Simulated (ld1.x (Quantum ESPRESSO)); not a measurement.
# Logarithmic derivatives: strontium (Sr), PAW

| Quantity | Value |
| --- | --- |
| Element | strontium (Sr) |
| Generator | ld1.x (Quantum ESPRESSO) 7.5 |
| Type | PAW |
| Functional | PBE |
| Relativity | scalar-relativistic |
| Frozen core | [Ar] 3d10 4s2 |
| Valence charge | 8 |
| Reference configuration | 4p6 4d0 5s0 5p0 (charge +2) |
| Partial waves | 5s (bound, empty): rcut 2.90, rcutus 3.75 bohr; 5s channel at -0.45 Ry: rcut 2.90, rcutus 3.75 bohr; 4p (bound): rcut 2.00, rcutus 2.60 bohr; 5p (bound, empty): rcut 2.00, rcutus 2.60 bohr; 4d (bound, empty): rcut 2.75, rcutus 3.70 bohr; 4d channel at 2.75 Ry: rcut 2.75, rcutus 3.70 bohr; 4f channel at 0.25 Ry: rcut 2.95, rcutus 3.55 bohr; 4f channel at 2.05 Ry: rcut 2.95, rcutus 3.55 bohr |
| Local potential | all-electron potential smoothed inside 3.05 bohr (lloc = -2) |
| Core correction | Bessel-smoothed model core, default radius (core density twice the valence density) |
| Augmentation charge | BESSEL, radius 1.95 bohr |

The phase is arctan(r·u′/u) with u = r·R(r), unwrapped; energies in Ry, scanned from -5 to 5 Ry. A pole is an energy at which the radial function vanishes at the test radius. The pseudo phase is shifted by a multiple of π to meet the all-electron one at the reference energy, and phase errors are pseudo minus all-electron; the curves can meet again beyond the range given. Levels narrower than the energy grid can be missing from the lists of poles. Where the grid stepped over a known ghost or core level, its pole and its step of π were put in at the level’s energy.

```tsv
channel	radius (bohr)	reference energy (Ry)	poles, all-electron	poles, pseudo	unbroken range about the reference energy with phases within 0.05 rad	phase error 1 Ry above the reference energy (rad)
s	4.03	-1.00	-4.02, -0.37, 3.27	-0.37, 1.46, 3.58	-4.0 to 0.8	-0.000
p	4.03	-0.72	-2.67, 0.27, 4.05	-2.67, 0.27, 4.03	the whole range	-0.000
d	4.03	-0.98	-0.83, 1.55	-0.81, 1.82	-1.0 to -0.6	+0.462
f	4.03	0.25	0.69, 3.16	0.69, 3.29	below 3.9	+0.006
```

Phases in the d channel:

```tsv
E (Ry)	all-electron	pseudo
-5.00	1.450	1.451
-4.74	1.446	1.447
-4.48	1.441	1.443
-4.22	1.436	1.439
-3.96	1.431	1.434
-3.70	1.425	1.428
-3.44	1.417	1.421
-3.18	1.409	1.414
-2.92	1.399	1.405
-2.66	1.387	1.394
-2.40	1.371	1.380
-2.14	1.350	1.362
-1.88	1.321	1.336
-1.62	1.271	1.294
-1.36	1.159	1.195
-1.10	0.359	0.452
-0.84	-1.554	-1.536
-0.58	-1.762	-1.705
-0.32	-1.913	-1.789
-0.06	-2.194	-1.877
0.20	-3.126	-2.017
0.46	-4.163	-2.353
0.72	-4.464	-3.402
0.98	-4.586	-4.244
1.24	-4.656	-4.505
1.50	-4.705	-4.623
1.76	-4.745	-4.697
2.02	-4.783	-4.756
2.28	-4.827	-4.813
2.54	-4.886	-4.882
2.80	-4.984	-4.984
3.06	-5.221	-5.186
3.32	-6.190	-5.763
3.58	-7.313	-6.900
3.84	-7.586	-7.386
4.10	-7.690	-7.560
4.36	-7.746	-7.646
4.62	-7.782	-7.698
4.88	-7.809	-7.733
```
